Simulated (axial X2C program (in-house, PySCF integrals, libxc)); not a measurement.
**Low determinants of MoBr⁻ at the PBE0 level, 2c**

Computed with an in-house relativistic program for diatomic molecules. Two-component (2c) means X2C with spin–orbit coupling and atomic mean-field two-electron Coulomb and Gaunt terms. Basis: Mo dyall-acv3z [12s13p10d5f3g], Br dyall-acv3z [9s10p7d5f1g] (cores contracted in-house); Gaussian nuclei, density fitting, unrestricted open shells. Masses: Mo 97.905 u, Br 78.918 u.

Search at 2.680 Å (vertical energies from the lowest determinant):

| ΔE (eV) | state | electrons beyond evenly filled partner blocks | electrons in ±ω = 1/2, 3/2, 5/2, 7/2 |
| --- | --- | --- | --- |
| 0.00 | Ω = 3 | ω = 1/2, ω = 5/2 | 51 22 5 0 |
| 0.53 | Ω = 2 | ω = -1/2, ω = 5/2 | 51 22 5 0 |
| 1.50 | Ω = 4 | ω = 3/2, ω = 5/2 | 50 23 5 0 |
| 1.57 | Ω = 1 | ω = -3/2, ω = 5/2 | 50 23 5 0 |
| 1.65 | Ω = 1 | ω = -3/2, ω = 5/2 | 52 21 5 0 |
| 2.04 | Ω = 2 | 2 × ω = 1/2, ω = -3/2, ω = 5/2 | 52 21 5 0 |
| 2.12 | Ω = 0 | ω = -1/2, 2 × ω = 3/2, ω = -5/2 | 51 22 5 0 |

Lowest determinant, Ω = 3 (⟨Sz⟩ = 3.00, ⟨Lz⟩ = 0.00 at PBE0): Re = 2.665 Å, ωe = 162.2 cm⁻¹.

The determinant in row 2 of the search, Ω = 2 (⟨Sz⟩ = 2.00, ⟨Lz⟩ = 0.00 at PBE0), was followed along the bond at PBE0; measured from the minimum of the lowest determinant it gives:

Te = 0.452 eV (3646 cm⁻¹), Re = 2.515 Å, ωe = 216.8 cm⁻¹.

Problem. Compare the bond of the determinant in row 2 with that of the lowest one.

Solution. At PBE0 its Re is 0.150 Å shorter and its force constant, which goes as ωe², is 1.79 times that of the lowest determinant. T0 ≈ Te + Δωe/2 = 3646 + (27) = 3673 cm⁻¹.

The search compares states at one distance, so a state with another bond length can lie lower; it is not exhaustive and yields mostly the lowest determinant of each block pattern, so other components and higher states of one pattern are missing. These are energies of single determinants, not of spin-adapted states; PBE0 term energies can be off by some tenths of an eV, and the functional has no current term. Open-shell Ω = 0 determinants with evenly filled partner blocks cannot be reached by this program, so the Ω shown need not be the lowest component. The lowest determinant need not be the ground state where others lie within half an eV. For an anion, determinants above electron detachment are held by the basis set. The highest occupied level of some functionals is positive through self-interaction error; at Hartree–Fock it is bound. Row 1 has a positive highest level at its minimum. Row 2 has a positive highest level at its minimum.
